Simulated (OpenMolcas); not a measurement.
# Ionisation energies of bismuth

| Item | Value |
| --- | --- |
| Program | OpenMolcas 26.06 |
| Basis | ANO-R2 [8s7p5d3f1g] |
| Scalar Hamiltonian | X2C, finite nucleus |
| Spin-orbit coupling | state interaction with AMFI integrals over the reference wave functions, term energies averaged over their components |

Active shells in each charge state: the valence s, p shells, with orbitals averaged over the low states. Where CASPT2's correlated closed shells are named, they are those of the first ion.

A. CASSCF
B. SS-CASPT2, IPEA 0.25 Eh, imaginary shift 0.1 Eh (closed shells correlated: 4f 5s 5p 5d)

Energies in eV between the lowest computed levels (charge -1 gives the electron affinity), named as in B; reference values from the NIST Atomic Spectra Database with their kind.

```json
{"From": "Bi- 6s² 6p⁴ ³P₂", "To": "Bi 6s² 6p³ ⁴S°_3/2", "A": "-0.371", "B": "0.209", "Spin-orbit share in B": "+0.177", "Reference": ""}
{"From": "Bi 6s² 6p³ ⁴S°_3/2", "To": "Bi+ 6s² 6p² ³P₀", "A": "6.626", "B": "7.264", "Spin-orbit share in B": "-1.433", "Reference": "7.286 (measured)"}
{"From": "Bi+ 6s² 6p² ³P₀", "To": "Bi2+ 6s² 6p ²P°_1/2", "A": "15.646", "B": "16.371", "Spin-orbit share in B": "+0.504", "Reference": "16.703 (measured)"}
{"From": "Bi2+ 6s² 6p ²P°_1/2", "To": "Bi3+ 6s² ¹S₀", "A": "24.231", "B": "25.240", "Spin-orbit share in B": "+1.489", "Reference": "25.571 (measured)"}
{"From": "Bi3+ 6s² ¹S₀", "To": "Bi4+ 6s ²S_1/2", "A": "43.290", "B": "44.614", "Spin-orbit share in B": "+0.000", "Reference": "45.370 (measured)"}
{"From": "Bi4+ 6s ²S_1/2", "To": "Bi5+ 5d¹⁰ ¹S₀", "A": "54.131", "B": "55.951", "Spin-orbit share in B": "+0.000", "Reference": "54.856 (measured)"}
```

Error against the reference values, in %:

```tsv
From	Reference	A	B
Bi	measured	-9.1	-0.3
Bi+	measured	-6.3	-2.0
Bi2+	measured	-5.2	-1.3
Bi3+	measured	-4.6	-1.7
Bi4+	measured	-1.3	+2.0
```

Mean absolute error over the 5 measured values: A 1.17 eV, B 0.51 eV. B lies closest.

No diffuse functions were added, so the electron affinity comes out too small, and without dynamic correlation a bound anion can come out unbound.

° marks odd parity.
